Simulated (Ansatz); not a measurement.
Species: sum formula BHCl (charge +1, singlet). 
Geometry from a B3LYP-D3(BJ)/def2-TZVP (Ansatz, a program for electronic structure) optimisation:
```xyz
3

B      0.0000     0.0000    -1.1260
Cl     0.0000     0.0000     0.4663
H      0.0000     0.0000    -2.2967
```
Charge +1, spin multiplicity 1.

Basis-set convergence of Hartree-Fock and MP2 correlation energies (hartree) with Ansatz. Valence correlation only, unless marked. No spin-orbit coupling. Non-relativistic.

```tsv
basis	functions	E(HF)	E(corr, MP2)
cc-pV(D+d)Z	42	-484.47145	-0.20026
cc-pV(T+d)Z	83	-484.49385	-0.25901
cc-pV(Q+d)Z	149	-484.49900	-0.28181
cc-pV(5+d)Z	246	-484.49994	-0.29135
```

Extrapolating the two largest sets (X = 4 and 5) as X^-3: E(corr) = (125·(-0.29135) - 64·(-0.28181))/61 = -0.3014 Eh, an estimate of the basis-set limit. The largest set recovers 96.7 % of it, the smallest 66.5 %.
